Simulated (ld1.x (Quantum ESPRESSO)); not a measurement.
Building the ultrasoft potential for thulium (Tm) (PW91, scalar-relativistic).

- Element: Tm (Z = 69)
- Generator: ld1.x (Quantum ESPRESSO) 7.5
- Type: ultrasoft
- Functional: PW91
- Relativity: scalar-relativistic
- Frozen core: [Kr] 4d10
- Valence charge: 23
- Reference configuration: 4f13 5s2 5p6 5d0.5 6s1.5 6p0
- Partial waves: 5s (bound): rcut 1.75, rcutus 1.85 bohr; 6s (bound): rcut 1.75, rcutus 1.85 bohr; 5p (bound): rcut 1.95, rcutus 2.15 bohr; 6p (bound, empty): rcut 1.95, rcutus 2.15 bohr; 5d (bound): rcut 2.35, rcutus 2.80 bohr; 5d channel at 1.2 Ry: rcut 2.35, rcutus 2.80 bohr; 4f (bound): rcut 1.30, rcutus 1.35 bohr; 4f channel at 0.5 Ry: rcut 1.30, rcutus 1.35 bohr
- Local potential: all-electron potential smoothed inside 2.60 bohr (lloc = -1)
- Core correction: Bessel-smoothed model core inside 0.80 bohr
- Augmentation charge: built from norm-conserving waves at rcut, not smoothed further

Poles of the logarithmic derivatives, all-electron (AE) and pseudo (PS). s: poles at -3.9, 1.9 (AE) and -4.0, -1.6, 3.2 (PS) Ry. p: poles at -1.9, 3.2 (AE) and -2.0, -1.1 (PS) Ry. d: poles at 0.7 (AE) and 0.5, 0.9 (PS) Ry. f: poles at -0.2, 3.4 (AE) and -0.3, 1.0 (PS) Ry. Test radius 3.03 bohr.

* Largest excitation error: -2647 meV (all-electron minus pseudo) for 4f13 5s2 5p5 5d0 6s2 6p0, out of 7 test configurations
* Lowest eigenvalue of the overlap operator: 0.12 (s channel)

A Bessel basis up to 400 Ry misses an occupied level by 1.19 Ry, so cutoffs and ghosts were not judged. The potential misses its own reference levels by up to 1.1 eV, so it is not fit for use.
